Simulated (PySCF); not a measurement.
Calculated NMR data

[PySCF: PBE0/pcSseg-1 with gauge-including orbitals; structure optimised with GFN2-xTB; non-relativistic; isolated molecule; averaged over atoms made equivalent by symmetry, fast rotation or ring inversion; one computed conformer]

References, each an isolated molecule treated in the same way: 1H (σref 31.72), 13C (σref 186.93) vs TMS. Splittings of carbon signals by F and P are missing where no couplings were computed. Where no couplings were computed, multiplicities follow the n + 1 count of equivalent neighbours, and m marks all less simple cases (inequivalent or close neighbours, rings, F or P nearby). Shifts are as computed. Against solution values, carbons near 30 ppm lie about +3 ppm off and those near 130 ppm about +5 ppm; carbons on Cl a further +6 ppm. Of 1309 compounds with measured shifts, 239 miss one by over three times the rms of a fit or turn the order of signals round; such compounds aren't used in these exercises. Carbons bonded to Cl come out too deshielded.

Compound 1 (C6H10ClFSi). 1H NMR (500 MHz, computed): δ 6.08 (t, 1H), 4.93 (m, 1H), 4.67 (m, 1H), 3.82 (t, 3H), 3.05 (m, 2H), 1.96 (m, 2H). 13C{1H} NMR (computed): δ 173.7, 138.9, 135.0, 98.9, 42.3, 13.6. Structure: SMILES C=C(F)C/C(Cl)=C\C[SiH3].

Compound 2 (C6H10ClFSi). 1H NMR (500 MHz, computed): δ 6.28 (m, 1H), 5.97 (m, 1H), 4.43 (m, 1H), 4.11 (m, 1H), 3.00 (m, 1H), 2.38 (m, 1H), 1.51 (m, 1H), 1.04 (m, 1H), 0.95 (m, 1H), 0.75 (m, 1H). 13C{1H} NMR (computed): δ 154.3, 123.3, 90.4, 30.6, 20.1, 14.3. Structure: SMILES C1[C@@H](F)/C(=C\Cl)CC[SiH2]1.
